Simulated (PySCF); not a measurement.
A run for PySCF: R-M06-2X/def2-TZVPPD on PH3 (SMILES P).

```python
from pyscf import gto, dft

mol = gto.M(
    atom='''
    P    -0.32522285   -0.08998074    4.27360715
    H     0.84742164    0.27935837    3.56648297
    H    -0.56262562   -1.22365779    3.45491181
    H    -1.16045018    0.75117490    3.49496925
    ''',
    basis='def2-tzvppd',
    charge=0, spin=0, verbose=4, max_memory=1800)
mf = dft.RKS(mol, xc='m062x').density_fit(auxbasis='def2-universal-jkfit')
mf.grids.level = 4
mf.conv_tol = 1e-9
mf.max_cycle = 150
mf.kernel()
mf.dip_moment()
```

The log:

```
PySCF version 2.14.0

[INPUT] verbose = 4
[INPUT] num. atoms = 4
[INPUT] num. electrons = 18
[INPUT] charge = 0
[INPUT] spin (= nelec alpha-beta = 2S) = 0
[INPUT] symmetry False subgroup None
[INPUT] Mole.unit = angstrom
[INPUT] Symbol           X                Y                Z      unit          X                Y                Z       unit  Magmom
[INPUT]  1 P     -0.325222850000  -0.089980740000   4.273607150000 AA   -0.614582115951  -0.170038955086   8.075947077483 Bohr   0.0
[INPUT]  2 H      0.847421640000   0.279358370000   3.566482970000 AA    1.601394811630   0.527910809905   6.739676041225 Bohr   0.0
[INPUT]  3 H     -0.562625620000  -1.223657790000   3.454911810000 AA   -1.063208332464  -2.312378093291   6.528837105425 Bohr   0.0
[INPUT]  4 H     -1.160450180000   0.751174900000   3.494969250000 AA   -2.192933021402   1.419514832648   6.604534696277 Bohr   0.0

nuclear repulsion = 17.5589166837848
number of shells = 37
number of NR pGTOs = 126
number of NR cGTOs = 99
basis = def2-tzvppd
ecp = {}


******** <class 'pyscf.df.df_jk.DFRKS'> ********
method = DFRKS
initial guess = minao
damping factor = 0
level_shift factor = 0
DIIS = <class 'pyscf.scf.diis.CDIIS'>
diis_start_cycle = 1
diis_space = 8
diis_damp = 0
SCF conv_tol = 1e-09
SCF conv_tol_grad = None
SCF max_cycles = 150
direct_scf = False
XC library pyscf.dft.libxc version 7.1.2
    S. Lehtola, C. Steigemann, M. J. T. Oliveira, and M. A. L. Marques,  SoftwareX 7, 1–5 (2018)
XC functionals = m062x
    Y. Zhao and D. G. Truhlar,  Theor. Chem. Acc. 120, 215 (2008)
    Y. Zhao and D. G. Truhlar,  Theor. Chem. Acc. 120, 215 (2008)
radial grids:
    Treutler-Ahlrichs [JCP 102, 346 (1995); DOI:10.1063/1.469408] (M4) radial grids

becke partition: Becke, JCP 88, 2547 (1988); DOI:10.1063/1.454033
pruning grids: <function nwchem_prune>
grids dens level: 4
symmetrized grids: False
atomic radii adjust function: <function treutler_atomic_radii_adjust>
small_rho_cutoff = 0
Set gradient conv threshold to 3.16228e-05
Initial guess from minao.
tot grids = 76200
******** <class 'pyscf.df.df.DF'> ********
auxbasis = def2-universal-jkfit
init E= -342.92213569914
  HOMO = -0.304653472456376  LUMO = 0.00735918448767122  gap/eV = 8.49030
cycle= 1 E= -343.118874632395  delta_E= -0.197  |g|= 0.111  |ddm|= 1.21
  HOMO = -0.32077863620118  LUMO = 0.0198206393940232  gap/eV = 9.26818
cycle= 2 E= -343.122476512097  delta_E= -0.0036  |g|= 0.0421  |ddm|= 0.162
  HOMO = -0.331842149668141  LUMO = 0.0200240556192313  gap/eV = 9.57477
cycle= 3 E= -343.12297439397  delta_E= -0.000498  |g|= 0.0136  |ddm|= 0.0425
  HOMO = -0.328505470550823  LUMO = 0.0202759804295773  gap/eV = 9.49083
cycle= 4 E= -343.123028287568  delta_E= -5.39e-05  |g|= 0.00304  |ddm|= 0.0154
  HOMO = -0.328817766951822  LUMO = 0.0202311791284018  gap/eV = 9.49811
cycle= 5 E= -343.123030636567  delta_E= -2.35e-06  |g|= 0.000429  |ddm|= 0.00365
  HOMO = -0.328734693448752  LUMO = 0.0202424952134379  gap/eV = 9.49615
cycle= 6 E= -343.123030720117  delta_E= -8.35e-08  |g|= 0.000117  |ddm|= 0.000885
  HOMO = -0.328765271813833  LUMO = 0.0202366475758531  gap/eV = 9.49683
cycle= 7 E= -343.123030725823  delta_E= -5.71e-09  |g|= 1.91e-05  |ddm|= 0.00024
  HOMO = -0.328762751560337  LUMO = 0.0202373744168654  gap/eV = 9.49678
cycle= 8 E= -343.123030725953  delta_E= -1.29e-10  |g|= 1.57e-06  |ddm|= 3.83e-05
  HOMO = -0.328763140160458  LUMO = 0.0202372868725718  gap/eV = 9.49679
Extra cycle  E= -343.12303072595  delta_E= 2.73e-12  |g|= 4.68e-07  |ddm|= 5.1e-06
converged SCF energy = -343.12303072595
Dipole moment(X, Y, Z, Debye):  0.02627,  0.02026, -0.60310
```

The run converged.

Cost: roughly 4 core-seconds.
